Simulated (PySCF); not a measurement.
Electron correlation in N³⁺ (nitrogen, charge +3)

[He] 2s2, closed-shell 1S. All numbers are calculated (PySCF 2.14, scalar relativity by spin-free X2C-1e, in Sapporo-DZP-2012 (4s3p1d, 18 functions)). Frozen: 1s2; 2 electrons correlated.

Total MP2 correlation energy: -47.19 mhartree.

Same-spin part 0.00 and opposite-spin part -47.19 mhartree; SCS-MP2 scales them by 1/3 and 6/5 to -56.63 mhartree.

With two correlated electrons CCSD is exact within the correlated space (frozen core and kept virtual orbitals).

| level | correlation energy (mhartree) |
| --- | --- |
| CCSD | -85.34 |

Diagnostics: T1 = 0.0068, D1 = 0.0097, largest double amplitude 0.155.

A double-excitation amplitude exceeds 0.15, a sign of near-degeneracy.

Cost of the coupled-cluster step: 0.06 s of wall time on 1 thread of Neoverse-N1 (shared host), for 2 correlated electrons.
